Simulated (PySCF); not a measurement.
Task: Write Cartesian coordinates for `F[Si](F)(F)F` as optimised with PBE0-D3(BJ)/def2-SVP.

Result: 
```
atom  x, y, z in Å
F1     1.5654   -0.2784    0.2142
Si2    0.0182   -0.0215   -0.0191
F3    -0.2307    1.5295   -0.2362
F4    -0.7980   -0.5154    1.2475
F5    -0.4628   -0.8190   -1.3029
```

Any rigid rotation of these coordinates is as good. Atoms count from 1 in this order. All 4 F–Si bonds measure 1.586 Å. Si2 (fluorine-bound silicon) is tetrahedral (angles from 109.4° to 109.5°).

Bonds between heavy atoms (Å): F1–Si2 1.586, Si2–F3 1.586, Si2–F4 1.586, Si2–F5 1.586.

The calculation used PySCF, PBE0-D3(BJ)/def2-SVP geometry optimisation, gas phase.

Point group: Td (tolerance 0.08 Å). No PBE0-D3(BJ)/def2-SVP frequencies stand behind this structure, so it isn't proved a minimum.

Hardware: one thread, Arm Neoverse N1 (aarch64), shared host. Cost: 26 s wall, 0.30 GiB resident at most. These figures are those of the optimisation.
